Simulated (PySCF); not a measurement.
## Basis-set dependence of population analyses: `N[SiH2]C#C[SiH3]`

C2H7NSi2.
Geometry (PBE0-D3(BJ)/def2-SVP, Å), atoms numbered from 1 in this order:
```
atom  x, y, z in Å
N1    -2.6272    1.1998    0.3561
Si2   -1.9346   -0.3316   -0.0334
C3    -0.0843   -0.3734   -0.0455
C4     1.1416   -0.3776   -0.0502
Si5    2.9743   -0.3999   -0.0644
H6    -2.5438    1.9600   -0.3103
H7    -2.5405    1.5508    1.3038
H8    -2.3847   -1.3220    0.9846
H9    -2.3866   -0.7169   -1.3997
H10    3.4916   -0.0434    1.2891
H11    3.4536   -1.7631   -0.4341
H12    3.4803    0.5888   -1.0608
```

PBE0 throughout (PySCF), one geometry, spherical d and f functions. Geometry: PBE0-D3(BJ)/def2-SVP, one conformer, isolated molecule. Atoms taken as equivalent share a column and are averaged. The first 7 of 8 kinds of atom are listed.

Mulliken charges (e):

```json
{"basis": "STO-3G", "functions": "40", "N1": "-0.587", "Si2": "+0.749", "C3": "-0.264", "C4": "-0.258", "Si5": "+0.564", "H6/H7": "+0.172", "H8/H9": "-0.114"}
{"basis": "6-31G", "functions": "67", "N1": "-0.987", "Si2": "+0.833", "C3": "-0.283", "C4": "-0.345", "Si5": "+0.567", "H6/H7": "+0.340", "H8/H9": "-0.100"}
{"basis": "pcSseg-0", "functions": "67", "N1": "-1.046", "Si2": "+1.045", "C3": "-0.507", "C4": "-0.522", "Si5": "+0.620", "H6/H7": "+0.328", "H8/H9": "-0.056"}
{"basis": "6-31G*", "functions": "92", "N1": "-0.913", "Si2": "+0.513", "C3": "-0.130", "C4": "-0.160", "Si5": "+0.297", "H6/H7": "+0.358", "H8/H9": "-0.073"}
{"basis": "cc-pVDZ", "functions": "113", "N1": "-0.307", "Si2": "+0.375", "C3": "-0.132", "C4": "-0.165", "Si5": "+0.242", "H6/H7": "+0.115", "H8/H9": "-0.059"}
{"basis": "def2-SVP", "functions": "113", "N1": "-0.403", "Si2": "+0.524", "C3": "-0.222", "C4": "-0.234", "Si5": "+0.383", "H6/H7": "+0.143", "H8/H9": "-0.076"}
{"basis": "aug-cc-pVDZ", "functions": "186", "N1": "-0.421", "Si2": "+0.044", "C3": "+0.097", "C4": "-0.051", "Si5": "-0.584", "H6/H7": "-0.003", "H8/H9": "+0.196"}
{"basis": "6-311+G(2d,p)", "functions": "193", "N1": "-0.724", "Si2": "+0.720", "C3": "-0.147", "C4": "-0.330", "Si5": "+0.282", "H6/H7": "+0.234", "H8/H9": "-0.056"}
{"basis": "def2-TZVP", "functions": "209", "N1": "-0.630", "Si2": "+0.375", "C3": "-0.176", "C4": "-0.203", "Si5": "+0.217", "H6/H7": "+0.245", "H8/H9": "-0.019"}
{"basis": "cc-pVTZ", "functions": "256", "N1": "-0.349", "Si2": "+0.321", "C3": "-0.144", "C4": "-0.194", "Si5": "+0.225", "H6/H7": "+0.144", "H8/H9": "-0.036"}
{"basis": "IGLO-III", "functions": "263", "N1": "-0.681", "Si2": "+0.935", "C3": "-0.308", "C4": "-0.310", "Si5": "+0.737", "H6/H7": "+0.202", "H8/H9": "-0.163"}
```

IAO charges (e):

```tsv
basis	functions	N1	Si2	C3	C4	Si5	H6/H7	H8/H9
STO-3G	40	-0.696	+0.855	-0.309	-0.312	+0.650	+0.198	-0.117
6-31G	67	-0.805	+0.755	-0.305	-0.277	+0.465	+0.269	-0.085
pcSseg-0	67	-0.784	+0.776	-0.309	-0.284	+0.457	+0.256	-0.090
6-31G*	92	-0.826	+0.883	-0.325	-0.313	+0.601	+0.266	-0.121
cc-pVDZ	113	-0.819	+0.877	-0.324	-0.316	+0.595	+0.265	-0.119
def2-SVP	113	-0.813	+0.890	-0.321	-0.313	+0.608	+0.261	-0.126
aug-cc-pVDZ	186	-0.851	+0.883	-0.329	-0.316	+0.596	+0.275	-0.117
6-311+G(2d,p)	193	-0.861	+0.917	-0.336	-0.325	+0.629	+0.276	-0.126
def2-TZVP	209	-0.860	+0.927	-0.336	-0.326	+0.637	+0.275	-0.129
cc-pVTZ	256	-0.854	+0.913	-0.333	-0.323	+0.622	+0.274	-0.126
IGLO-III	263	-0.864	+0.925	-0.337	-0.326	+0.636	+0.277	-0.128
```

Q: Which scheme is steadiest as the basis changes?

A: Largest range over the bases for any column: IAO 0.19 e, Mulliken 1.32 e. IAO charges move least and Mulliken charges most, counted in e. Without the minimal STO-3G basis the ranges are IAO 0.18, Mulliken 1.32 e.

Q: How much do the charges still move between the two largest bases, cc-pVTZ and IGLO-III?

A: At most, over all atoms: Mulliken 0.614 e, IAO 0.014 e.

Q: What do the same runs give for the total energy, the frontier levels and the dipole moment?

A: 
```json
{"basis": "STO-3G", "energy (Eh)": "-705.3434", "HOMO (eV)": "-3.97", "LUMO (eV)": "4.67", "μ (D)": "0.94"}
{"basis": "6-31G", "energy (Eh)": "-713.5674", "HOMO (eV)": "-7.26", "LUMO (eV)": "-0.23", "μ (D)": "1.41"}
{"basis": "pcSseg-0", "energy (Eh)": "-712.7190", "HOMO (eV)": "-7.36", "LUMO (eV)": "-0.48", "μ (D)": "1.38"}
{"basis": "6-31G*", "energy (Eh)": "-713.6731", "HOMO (eV)": "-7.41", "LUMO (eV)": "-0.42", "μ (D)": "1.46"}
{"basis": "cc-pVDZ", "energy (Eh)": "-713.7136", "HOMO (eV)": "-7.44", "LUMO (eV)": "-0.48", "μ (D)": "1.42"}
{"basis": "def2-SVP", "energy (Eh)": "-713.4355", "HOMO (eV)": "-7.51", "LUMO (eV)": "-0.56", "μ (D)": "1.43"}
{"basis": "aug-cc-pVDZ", "energy (Eh)": "-713.7286", "HOMO (eV)": "-7.67", "LUMO (eV)": "-0.81", "μ (D)": "1.20"}
{"basis": "6-311+G(2d,p)", "energy (Eh)": "-713.7811", "HOMO (eV)": "-7.71", "LUMO (eV)": "-0.86", "μ (D)": "1.26"}
{"basis": "def2-TZVP", "energy (Eh)": "-713.7949", "HOMO (eV)": "-7.70", "LUMO (eV)": "-0.78", "μ (D)": "1.33"}
{"basis": "cc-pVTZ", "energy (Eh)": "-713.7934", "HOMO (eV)": "-7.65", "LUMO (eV)": "-0.70", "μ (D)": "1.33"}
{"basis": "IGLO-III", "energy (Eh)": "-713.7982", "HOMO (eV)": "-7.70", "LUMO (eV)": "-0.80", "μ (D)": "1.26"}
```

The dipole is fixed by the density alone, so its range of 0.52 D shows that the density itself changes with the basis, not only its division among atoms.
